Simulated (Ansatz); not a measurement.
`N=C[SeH]` + PH₃ → `P[SeH]` + `C=N` at 700 K and 1 bar (ligand exchange at the Se–C bond).

Gas-phase electronic energies from Ansatz, PBE0-D4/def2-TZVP geometries. CBS: MP2 limit from def2 TZ/QZ plus the TZ coupled-cluster correction, frozen cores. This one scheme is used for every species. For Se outer-core shells are correlated without core-valence functions, which leaves a few kJ/mol of doubt a bond. Scalar relativity is left out up to krypton. Each species was taken in one conformer, which may not be the lowest.

```
   species  CCSD(T)/CBS energy (Eh)  H − E (kJ/mol)  S (J/(mol·K))
`N=C[SeH]`              -2495.22891           146.3          346.3
       PH₃               -342.72256            91.5          248.3
  `P[SeH]`              -2743.44381           108.6          338.4
     `C=N`                -94.52360           135.6          268.6
```

H − E and S are ideal-gas, rigid-rotor, harmonic terms from PBE0-D4/def2-TZVP, for one conformer and one mirror image of each species. 1 Eh = 2625.50 kJ/mol, R = 8.31446 J/(mol·K).

**Question.** By hand: ΔE, ΔH, ΔS and ΔG.

**Answer.** ΔE = (-2743.44381) + (-94.52360) − (-2495.22891) − (-342.72256) = -0.01594 Eh = -41.9 kJ/mol. Δ(H − E) = 108.6 + 135.6 − 146.3 − 91.5 = 6.4, so ΔH = -35.5 kJ/mol. ΔS = 338.4 + 268.6 − 346.3 − 248.3 = 12.4 J/(mol·K). ΔG = -35.5 − 700 × (12.4)/1000 = -44.2 kJ/mol.

**Question.** By hand: the equilibrium constant, and the temperature at which ΔG would vanish if ΔH and ΔS stayed fixed.

**Answer.** log₁₀ K = −ΔG/(RT ln 10) = 3.3. ΔH and −TΔS have one sign here, so there is no such temperature.

The number of gas molecules stays the same, so ΔS is small and ΔH decides. A doubt of 5 kJ/mol in ΔE shifts log₁₀ K by 0.4 here. Other conformers and mirror images would add mixing entropy, several J/(mol·K) or more a flexible species. These are equilibria of isolated gas molecules and say nothing of rates. Largest T1 diagnostic: 0.013 (customary marks: 0.02 for closed shells, 0.045 for open ones).

ΔS is within the doubt of such terms, so its sign, and with it that verdict, could turn.
